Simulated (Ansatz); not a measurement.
`C#C[Si](Cl)(Cl)C#C` from Hartree–Fock to CCSD(T)

```xyz
9

C    -0.997    0.627    2.335
C    -0.264    0.287    1.442
Si    0.828   -0.223    0.099
Cl    1.506   -2.104    0.464
Cl    2.410    1.050    0.003
C    -0.047   -0.203   -1.479
C    -0.635   -0.188   -2.530
H    -1.645    0.929    3.127
H    -1.155   -0.175   -3.461
```

Total charge 0; spin multiplicity 1. The geometry is a stationary point of PBE0-D4/def2-TZVP. Frozen core, restricted reference, Ansatz. CBS rows extrapolate triple and quadruple zeta; past MP2 they add the triple-zeta difference.

| basis | HF (Eh) | MP2 corr. | CCSD corr. | (T) | CCSD(T) total |
| --- | --- | --- | --- | --- | --- |
| def2-SVP | -1360.07338 | -0.84091 | -0.88632 | -0.03380 | -1360.99350 |
| def2-TZVPP | -1360.67267 | -1.07787 | -1.12067 | -0.05875 | -1361.85209 |
| def2-QZVPP | -1360.71283 | -1.16486 | – | – | – |
| CBS(def2) | -1360.71837 | -1.22931 | -1.27210 | as TZ | -1362.04922 |
